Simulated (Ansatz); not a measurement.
Worked example: vertical energy of the triplet above the singlet of CH6B2O (SMILES BB(C)O)

CH6B2O has 10 atoms, charge 0, and is taken as a singlet. SMILES: `BB(C)O`. The shape is that of a PBE0-D4/def2-TZVP optimisation. This is one conformer, not always the lowest.

```xyz
10

B    -1.1574    0.8268   -0.6221
B     0.2894    0.0459   -0.2710
C     0.3773   -0.8347    1.0322
O     1.4326    0.1178   -1.0179
H    -2.0104    0.3121   -1.2922
H    -1.4404    1.8989   -0.1622
H    -0.5465   -1.3710    1.2659
H     1.2004   -1.5525    0.9757
H     0.5727   -0.1745    1.8867
H     1.3653    0.6798   -1.7923
```

Both states at this one shape; open shells run unrestricted unless said. 1 Eh = 27.2114 eV.

| level | program | singlet CH6B2O (Eh) | triplet CH6B2O (Eh) |
| --- | --- | --- | --- |
| B3LYP/6-31G* (Cartesian functions) | Ansatz | -166.656375 | -166.524315 |
| r2SCAN0/def2-SVP | Ansatz | -166.407875 | -166.286870 |

Question: Work out the vertical gap, second state less first, at each level.

Answer: 
1. B3LYP/6-31G* (Cartesian functions): -166.524315 − (-166.656375) = 0.132060 Eh = 3.59 eV.
2. r2SCAN0/def2-SVP: -166.286870 − (-166.407875) = 0.121005 Eh = 3.29 eV.

No measured value is set beside it here; the levels span 3.29 to 3.59 eV.
